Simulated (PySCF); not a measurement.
`CNc1cn[nH]c1Br`. Level of theory: PBE0-D3(BJ)/def2-SVP geometry optimisation, gas phase in PySCF 2.14.0.

```
atom  x, y, z in Å
C1     2.1025   -0.5914   -0.1206
N2     1.1499    0.3709    0.3604
C3    -0.1796    0.2167    0.0357
C4    -0.7695   -0.5704   -0.9889
N5    -2.0913   -0.4301   -1.0239
N6    -2.3802    0.4170   -0.0546
C7    -1.2749    0.8397    0.6188
Br8   -1.3397    2.0193    2.0519
H9     3.1066   -0.3182    0.2316
H10    1.8929   -1.6326    0.1988
H11    2.1339   -0.5818   -1.2221
H12    1.3019    0.6937    1.3082
H13   -0.2729   -1.2302   -1.6981
H14   -3.3374    0.6883    0.1274
```

Problem. Which two atoms are farthest apart?

Solution. H9···H14, 6.52 Å; the next longest distance is 5.78 Å.

Problem. Work out the bond lengths C1–H11, N2–C3, C4–N5, N5–N6, N6–H14 in Å.

Solution. For C1–H11 the difference vector is (0.0314, 0.0096, -1.1015) Å, of length 1.1020 Å. C1–H11 1.102; N2–C3 1.377; C4–N5 1.330; N5–N6 1.319; N6–H14 1.011 Å.

Problem. How far apart are these pairs, which share no bond: C1···C4, N2···C4, C4···H11, N5···H12, C7···H10, H10···H12?

Solution. C1···C4 3.000 Å (3 bonds apart); N2···C4 2.528 Å (2 bonds apart); C4···H11 2.913 Å (4 bonds apart); N5···H12 4.268 Å (4 bonds apart); C7···H10 4.040 Å (4 bonds apart); H10···H12 2.644 Å (3 bonds apart).

Problem. Give the dihedral angles N2–C3–C4–N5, N5–N6–C7–C3, N5–N6–C7–Br8, N2–C3–C7–N6, C7–C3–C4–N5, H11–C1–N2–H12.

Solution. N2–C3–C4–N5 -178° (antiperiplanar); N5–N6–C7–C3 0° (synperiplanar); N5–N6–C7–Br8 -179° (antiperiplanar); N2–C3–C7–N6 178° (antiperiplanar); C7–C3–C4–N5 0° (synperiplanar); H11–C1–N2–H12 -157° (antiperiplanar). Dihedral signs follow IUPAC: positive where, seen along the central bond, the front bond turns clockwise onto the rear one.

Problem. Where is the centre of mass (commonest isotopes), and what is the radius of gyration?

Solution. Mass 174.975 u; centre at (-0.851, 0.918, 0.831) Å; Rg = √(Σ m r²/M) = 2.056 Å. As Ia + Ib + Ic = 2 Σ m r², the three principal moments sum to 1479.7 u·Å².

Problem. What is the repulsion energy of the bare nuclei, Σ ZA·ZB/RAB?

Solution. 573.27 Eh over 91 pairs, with full nuclear charges and distances in bohr; the largest single term is 59.83 Eh (C7 with Br8).

Problem. What are the angles H9–C1–H11, N2–C1–H11, H9–C1–H10, C1–N2–C3, N2–C3–C4, N5–C4–H13, N5–N6–H14, N5–N6–C7?

Solution. From the scalar product of the two bond vectors; for H9–C1–H11 it is -0.3538 Å² over 1.0986 × 1.1020 Å², cos θ = -0.2922. H9–C1–H11 107.0°; N2–C1–H11 110.3°; H9–C1–H10 108.3°; C1–N2–C3 119.1°; N2–C3–C4 129.3°; N5–C4–H13 120.0°; N5–N6–H14 120.8°; N5–N6–C7 112.6°.

No PBE0-D3(BJ)/def2-SVP frequencies stand behind this structure, so it isn't proved a minimum. One conformer, not necessarily the lowest.
